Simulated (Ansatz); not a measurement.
A nudged elastic band was laid between two geometries of GaH₅O₂ (8 atoms, charge 0, multiplicity 1).

Computed with RKS B3LYP/def2-mTZVP (Ansatz).

```
movable images  : 7
climbing image  : yes
spring          : 5.0 eV/Å²
optimiser       : quadratic models (default)
start path      : through a guess of the saddle point
force threshold : 0.03 eV/Å
iteration limit : 60
end points      : relaxed
```

First end point:

```xyz
8
Properties=species:S:1:pos:R:3
Ga -0.687 -0.263 -1.162
H -0.371 -1.815 -1.251
H 0.126 0.746 -2.057
H -2.040 0.182 -0.486
H 0.422 -0.926 1.259
O 0.657 -0.197 0.658
O 0.491 0.964 1.520
H 1.402 1.309 1.520
```

Last end point:

```xyz
8
Properties=species:S:1:pos:R:3
Ga -0.558 0.735 -0.991
H -0.050 -2.915 -0.104
H -0.027 0.619 -2.454
H -1.993 0.753 -0.386
H 0.322 -2.415 0.301
O 0.860 0.867 0.153
O 0.376 0.903 1.541
H 1.070 1.453 1.939
```

(1) Which bonds break or form, and what moves?

(2) What energy profile does the band end with?

(3) What is the geometry of the highest image?

(4) What are the harmonic wavenumbers there?

The band took 20 iterations and about 8 core-minutes.

Results:

(1) Bonds broken: Ga1–H2, H5–O6. Bonds formed: H2–H5. GaH5O2 becomes GaH3O2 + H2.

(2) The run converged. The highest image is number 4 of 0 to 8, 22.1 kcal/mol above the first end and 24.9 kcal/mol above the last; the last end lies 2.8 kcal/mol below the first. A vibrational analysis at the climbing image gives one clearly imaginary mode, 1288i cm⁻¹: a first-order saddle point. The orbitals stay closed-shell, which can raise the energy where a bond breaks towards radicals; this wasn't checked here.

| image | path coordinate (Å) | energy (kcal/mol) | Ga1–H2 (Å) | H5–O6 (Å) | H2–H5 (Å) |
| --- | --- | --- | --- | --- | --- |
| 0 | 0.00 | 0.0 | 1.59 | 0.97 | 2.78 |
| 1 | 0.63 | 0.3 | 1.59 | 0.97 | 2.58 |
| 2 | 1.26 | 1.0 | 1.59 | 0.97 | 2.35 |
| 3 | 1.89 | 4.9 | 1.62 | 0.99 | 1.73 |
| 4 | 2.51 | 22.1 | 1.84 | 1.31 | 1.00 |
| 5 | 3.20 | 2.6 | 2.29 | 2.06 | 0.75 |
| 6 | 3.89 | -2.2 | 2.82 | 2.67 | 0.74 |
| 7 | 4.58 | -2.8 | 3.36 | 3.05 | 0.74 |
| 8 | 5.27 | -2.8 | 3.79 | 3.33 | 0.74 |

(3) 
```xyz
8
Properties=species:S:1:pos:R:3
Ga -0.651 0.002 -1.000
H -0.107 -1.611 -0.307
H -0.073 0.130 -2.441
H -2.022 0.362 -0.364
H 0.470 -0.960 0.181
O 0.883 0.275 0.319
O 0.338 0.812 1.565
H 1.162 0.990 2.046
```

(4) 1288i, 138, 191, 204, 412, 459, 640, 668, 704, 917, 959, 1355, 1373, 1686, 1759, 2010, 2040, 3749 cm⁻¹.

Time of the run: 4.2 min on 2 threads of Arm Neoverse V2, on a shared host, peak memory 0.21 GiB.
